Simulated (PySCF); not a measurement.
Isomers of C10H7Cl: computed energies against enthalpies of formation

**What was measured.**

CRC Handbook of Chemistry and Physics lists, for the gas at 298.15 K: enthalpy of formation of `Clc1cccc2ccccc12` (1-chloronaphthalene) 119.8 kJ/mol; enthalpy of formation of `Clc1ccc2ccccc2c1` (2-chloronaphthalene) 137.4 kJ/mol.

How close the calculation comes is told at the end.

Differences of these values give the isomerisation enthalpies. Geometries: PBE0-D3(BJ)/def2-SVP; runs in PySCF, gas phase, with a dispersion term only where the level names one. Total electronic energies (Eh):

| SMILES | PBE0-D3(BJ)/def2-SVP |
| --- | --- |
| Clc1cccc2ccccc12 | -844.48891 |
| Clc1ccc2ccccc2c1 | -844.48856 |

Geometry of `Clc1cccc2ccccc12` (Å):
```
atom  x, y, z in Å
Cl1    1.227    3.888    0.345
C2     1.238    2.156    0.233
C3     2.439    1.512    0.052
C4     2.476    0.104   -0.040
C5     1.319   -0.631    0.050
C6     0.068    0.012    0.236
C7    -1.140   -0.726    0.331
C8    -2.346   -0.091    0.511
C9    -2.398    1.318    0.604
C10   -1.247    2.066    0.517
C11    0.011    1.439    0.331
H12    3.357    2.098   -0.018
H13    3.437   -0.395   -0.183
H14    1.345   -1.721   -0.020
H15   -1.093   -1.815    0.258
H16   -3.267   -0.673    0.581
H17   -3.359    1.817    0.747
H18   -1.282    3.154    0.588
```

Geometry of `Clc1ccc2ccccc2c1` (Å):
```
atom  x, y, z in Å
Cl1   -4.0693   -2.1463   -0.5516
C2    -2.6407   -1.1900   -0.3351
C3    -2.7844    0.1855   -0.0374
C4    -1.6633    0.9595    0.1359
C5    -0.3619    0.4062    0.0219
C6     0.8099    1.1853    0.1955
C7     2.0564    0.6161    0.0776
C8     2.1859   -0.7604   -0.2195
C9     1.0686   -1.5429   -0.3938
C10   -0.2311   -0.9852   -0.2788
C11   -1.3997   -1.7687   -0.4544
H12   -3.7856    0.6100    0.0500
H13   -1.7668    2.0230    0.3661
H14    0.7052    2.2489    0.4250
H15    2.9520    1.2267    0.2130
H16    3.1810   -1.2019   -0.3111
H17    1.1669   -2.6068   -0.6238
H18   -1.3115   -2.8320   -0.6847
```

Zero-point and thermal terms are left out, so the computed numbers are electronic energies.

## Comparison

Relative to `Clc1cccc2ccccc12`, the lowest by measurement, in kJ/mol (measured: enthalpies at 298.15 K; computed: electronic energies):

```json
{"SMILES": "Clc1cccc2ccccc12", "measured": "0.0", "PBE0-D3(BJ)/def2-SVP": "0.0"}
{"SMILES": "Clc1ccc2ccccc2c1", "measured": "17.6", "PBE0-D3(BJ)/def2-SVP": "0.9"}
```

Measured values: 119.8 kJ/mol (298.15 K; CRC Handbook of Chemistry and Physics) for the first row; the others come from the same table. Unsigned miss: PBE0-D3(BJ)/def2-SVP 16.7 kJ/mol. Where a level misses, the cause wasn't examined.
